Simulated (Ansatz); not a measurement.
A nudged elastic band was laid between two geometries of BClH2 + BrH (6 atoms, charge 0, multiplicity 1).

Computed with RKS PBE-D4/def2-SVP (Ansatz 0.2.0).

```
movable images  : 7
climbing image  : yes
spring          : 5.0 eV/Å²
optimiser       : quadratic models (default)
start path      : through a guess of the saddle point
force threshold : 0.05 eV/Å
iteration limit : 60
end points      : relaxed
```

Image 0:

```xyz
6
Properties=species:S:1:pos:R:3
B 0.010 0.252 -0.100
H 0.204 0.766 0.979
H 0.902 -0.047 -0.863
Cl -1.646 0.224 -0.711
Br 0.290 -2.278 1.106
H -0.757 -1.978 2.043
```

Image 8:

```xyz
6
Properties=species:S:1:pos:R:3
B 0.002 -0.693 -0.613
H -0.492 0.392 2.365
H 1.029 -0.057 -0.570
Cl -1.505 0.110 -0.984
Br 0.063 -2.571 -0.282
H -0.094 -0.242 2.539
```

Which bonds break or form, and what moves?

Bonds broken: B1–H2, Br5–H6. Bonds formed: B1–Br5, H2–H6. BClH2 + BrH becomes BBrClH + H2.

Give the energies along the band, and the barrier.

The run converged. The highest image is number 4 of 0 to 8, 26.2 kJ/mol above the first end and 86.5 kJ/mol above the last; the last end lies 60.3 kJ/mol below the first. A vibrational analysis at the climbing image gives one clearly imaginary mode, 433i cm⁻¹: a first-order saddle point. The orbitals stay closed-shell, which can raise the energy where a bond breaks towards radicals; this wasn't checked here.

```
image  path coordinate (Å)  energy (kJ/mol)  B1–H2 (Å)  Br5–H6 (Å)  B1–Br5 (Å)
    0                 0.00              0.0       1.21        1.44        2.82
    1                 0.60              0.8       1.21        1.44        2.87
    2                 1.20              3.9       1.22        1.44        3.01
    3                 1.81              9.3       1.22        1.46        2.89
    4                 2.41             26.2       1.28        1.64        2.35
    5                 3.01            -10.9       1.58        2.20        2.02
    6                 3.62            -42.2       2.19        2.67        1.93
    7                 4.23            -57.6       2.75        3.15        1.91
    8                 4.84            -60.3       3.21        3.66        1.91
```

What is the geometry of the highest image?


```xyz
6
Properties=species:S:1:pos:R:3
B -0.114 -0.171 0.089
H -0.077 0.278 1.292
H 0.952 -0.060 -0.465
Cl -1.654 0.165 -0.707
Br -0.016 -2.400 0.822
H -0.088 -0.872 1.423
```

What are the harmonic wavenumbers there?

433i, 160, 518, 664, 783, 843, 901, 1066, 1288, 1444, 2209, 2634 cm⁻¹.

The band took 15 iterations and about 3 core-minutes.

Run time: 3.4 min on 1 thread of Intel(R) Xeon(R) Platinum 8259CL CPU @ 2.50GHz (Skylake/Cascade Lake), on a shared host, peak memory 0.16 GiB.
